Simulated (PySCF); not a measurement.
Polarisability and C₆ of B⁻ (boron, charge -1)

[He] 2s2 2p2, high-spin 3P determinant. All numbers are calculated (PySCF 2.14, the non-relativistic Hamiltonian (point nucleus), in aug-cc-pwCVQZ). Coupled (time-dependent) response in atomic units; α is the mean over directions.

```
method  mean α (bohr³)         α xx, yy, zz  C₆ (like pair)  S(−4)
   UHF           124.2  61.40, 155.6, 155.6            1317  16570
```

S(−4) is the Cauchy moment in α(ω) = α(0) + S(−4) ω² + …

α(iu) at UHF:

```json
{"u (hartree)": "0", "α(iu) (bohr³)": "124.2"}
{"u (hartree)": "0.0500", "α(iu) (bohr³)": "96.87"}
{"u (hartree)": "0.100", "α(iu) (bohr³)": "66.80"}
{"u (hartree)": "0.200", "α(iu) (bohr³)": "36.00"}
{"u (hartree)": "0.300", "α(iu) (bohr³)": "21.89"}
{"u (hartree)": "0.500", "α(iu) (bohr³)": "10.35"}
{"u (hartree)": "0.750", "α(iu) (bohr³)": "5.333"}
{"u (hartree)": "1.00", "α(iu) (bohr³)": "3.252"}
{"u (hartree)": "1.50", "α(iu) (bohr³)": "1.582"}
{"u (hartree)": "2.00", "α(iu) (bohr³)": "0.9382"}
{"u (hartree)": "3.00", "α(iu) (bohr³)": "0.4454"}
{"u (hartree)": "5.00", "α(iu) (bohr³)": "0.1744"}
```

For an ion, C₆ is the dispersion term alone; charge-induced terms of lower order in 1/R come first.

The components differ because the open shell of this determinant is not spherical; for a pure term their mean is the scalar polarisability.
